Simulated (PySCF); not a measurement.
Gas-phase reaction: 3 GaH(CH3)2 + 3 Cl → 3 GaH2Cl + 3 H + 2 C3H6 (propylene)

Computed with PySCF and rigid-rotor harmonic-oscillator thermochemistry at 1 bar. † marks an energy on the PBE0/def2-TZVP geometry and frequencies; other levels use their own. MP2 and CCSD(T) freeze the core. 6-31G* has spherical d functions here. Open shells (unrestricted): Cl (multiplicity 2, electronic degeneracy 6), H (multiplicity 2); the rest are closed-shell singlets. Spin-orbit splitting is ignored; it lowers the true energy and changes the entropy of Cl. B3LYP is the form with VWN-RPA correlation. Ga: all electrons, no relativistic terms. Methyl groups turn as free rotors in GaH(CH3)2. GaH(CH3)2, GaH2Cl: computed as isolated molecules; such fragments, hydroxides, amides, oligomers or adducts are transient or little studied in the gas. MP2 isn't extrapolated to the basis-set limit; its ΔH°(298 K) is -25.7 kJ in def2-SVP and -4.8 kJ in def2-TZVPP. CCSD(T) isn't extrapolated to the basis-set limit; its ΔH°(298 K) is 7.8 kJ in def2-SVP and 49.2 kJ in def2-TZVPP. The harmonic model lacks anharmonicity and excited electronic states, which grow with temperature; levels with a mode under 35 cm⁻¹ are left out. Internal rotation in C3H6 (propylene) is treated as a harmonic vibration of one conformer, which makes the entropy rough.

```
level              ΔE electronic, kJ  ΔH°(298 K), kJ  ΔS°(298 K), J/K  ΔG°(800 K), kJ
-----------------  -----------------  --------------  ---------------  --------------
B3LYP/6-31G*                     115              43              205            -127
CCSD(T)/def2-SVP†                 75               8              203            -160
HF/def2-TZVP†                     52             -14              203            -183
MP2/def2-SVP†                     41             -26              203            -194
PBE0/def2-QZVP†                   71               4              203            -164
LDA/def2-TZVP†                    33             -34              203            -202
```
ΔH° is lowest at LDA/def2-TZVP† and highest at B3LYP/6-31G*. No reference value is set beside these.
